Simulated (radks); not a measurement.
Excited configurations of Ar II: one electron is placed in a higher orbital outside [Ne] 3s2 3p4. The ground configuration is [Ne] 3s2 3p5. All-electron calculation, scalar-relativistic Kohn-Sham, r2SCAN, spin-polarised, spherical densities, finite nucleus; open shells are filled with parallel spins first; meta-GGA in the generalised Kohn-Sham scheme; Fermi nuclear charge, rms radius 3.4274 fm. Program: a radial shooting solver on a logarithmic mesh with Libxc functionals. Excitation = E - E(ground); binding = E(ion) - E, where the ion is the core of charge +2; n* = 2/sqrt(2 binding) in atomic units, and the quantum defect is n - n*.

\begin{tabular}{lrrrr}
outer orbital & excitation (eV) & binding (eV) & n* & quantum defect \\ \hline
4p & 19.724 & 8.059 & 2.599 & 1.401 \\
4f & 24.396 & 3.387 & 4.009 & -0.009 \\
5d & 24.826 & 2.957 & 4.290 & 0.710 \\
6p & 25.151 & 2.632 & 4.547 & 1.453 \\
6f & 26.196 & 1.586 & 5.857 & 0.143 \\
\end{tabular}

The Delta-SCF ionisation energy is 27.783 eV (NIST Atomic Spectra Database: 27.630 eV, measured). Self-interaction in the functional shifts the binding energies and quantum defects, so they are the method's values and not measured ones. Open shells are spherical and high-spin; term and fine-structure splittings are not resolved.
